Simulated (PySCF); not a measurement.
**C₆ coefficients of unlike pairs at M06-2X**

Calculated with PySCF 2.14 from the dipole response of each species, C₆(A,B) = (3/π) ∫ α_A(iu) α_B(iu) du, in atomic units, from isotropic polarisabilities. For ions this is the dispersion term alone; charge-induced terms of lower order in 1/R come first.

| species | configuration | basis | relativity | α (bohr³) | C₆ (like pair) |
| --- | --- | --- | --- | --- | --- |
| P³⁺ | [Ne] 3s2 (1S) | aug-cc-pV(D+d)Z (5s4p3d) | none | 6.444 | 15.63 |
| P⁺ | [Ne] 3s2 3p2 (3P) | aug-cc-pV(D+d)Z (5s4p3d) | none | 14.52 | 74.19 |
| Cl³⁺ | [Ne] 3s2 3p2 (3P) | dyall-acv3z (19s12p6d4f) | none | 4.497 | 12.00 |
| Cr²⁺ | [Ar] 3d4 (5D) | aug-cc-pVTZ (8s7p5d3f2g) | none | 3.963 | 11.81 |

(1) Estimate C₆ for Cl³⁺ with P⁺.

No spin-orbit coupling is included.

The other pairs:

```csv
pair,C₆
"Cr²⁺, P³⁺",12.57
"Cr²⁺, P⁺",26.96
"P⁺, P³⁺",34.03
"Cr²⁺, Cl³⁺",11.69
"Cl³⁺, P³⁺",13.35
```

Answers

(1) The integral gives 28.82. The combination rule 2 C_A C_B / (C_A α_B/α_A + C_B α_A/α_B) gives 28.85 and the geometric mean 29.84.
